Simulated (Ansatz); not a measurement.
Input file for Ansatz (a quantum-chemistry and plane-wave program): R-CCSD(T)/aug-cc-pVDZ on H2 (SMILES [H][H]).

Ansatz 0.2 input:
```yaml
crystal:
  periodic: [false, false, false]
  atoms:
    - {symbol: H, position_ang: [0.55928873, 0.09532266, 3.02001985]}
    - {symbol: H, position_ang: [0.77681887, 0.13251333, 3.73133305]}
basis:
  gaussian:
    orbitals: aug-cc-pVDZ
magnetization: {spin_polarized: false}
correlation: {method: ccsd_t, electrons: outside_noble_gas}
scf: {lower_state_search: off}
```

It printed:

```
WARN ansatz: RAYON_NUM_THREADS=2 ignored (pool sized by the plan → 2); use --threads N
Functional definition: HF
these checks for a lower state are left out or cut short: stability, starts, cluster_reference, orbital_swaps, neighbouring_geometries, increment
integrals: 0.00 GiB planned
166 factors; integrals over basis functions are off by at most 9.6e-4 eV
mean field: 0.04 GiB planned
mean field evaluation 1: about -30.6235 eV, gradient 3.8e0 eV
mean field evaluation 2: about -30.6225 eV, gradient 3.8e0 eV
mean field evaluation 4: about -30.7167 eV, gradient 5.7e-2 eV
mean field evaluation 8: about -30.7167 eV, gradient 3.8e-6 eV
mean field -30.71669786 eV, -1.1288178258 hartree, gradient 3.8e-6 eV, S^2 0.000000; 0 other end points of the search recorded, 0 dependent functions left out
reference -30.71669786 eV, -1.1288178258 hartree; 1, 1 occupied and 17, 17 virtual orbitals, 166 factors
second order -0.74360396 eV of doubles, -0.00000000 eV of singles
coupled cluster: 0.04 GiB planned
cycle   1  -0.90903205 eV  change   -1.7e-1 eV  update   2.6e-2
cycle   2  -0.97552628 eV  change   -6.6e-2 eV  update   9.0e-3
cycle   3  -0.97662090 eV  change   -1.1e-3 eV  update   1.2e-3
cycle   4  -0.97667757 eV  change   -5.7e-5 eV  update   1.5e-4
cycle   5  -0.97664441 eV  change    3.3e-5 eV  update   2.1e-5
cycle   6  -0.97664394 eV  change    4.7e-7 eV  update   5.0e-6
cycle   7  -0.97664586 eV  change   -1.9e-6 eV  update   7.9e-7
perturbative correction 0.00000000 eV, 0.0000000000 hartree
Total energy: -31.69334372 eV, -1.1647088991 hartree
Checks for a lower state left out: stability, starts, cluster_reference, orbital_swaps, neighbouring_geometries, increment
```

The run converged.

Cost: around 0.25 core-seconds (rough).
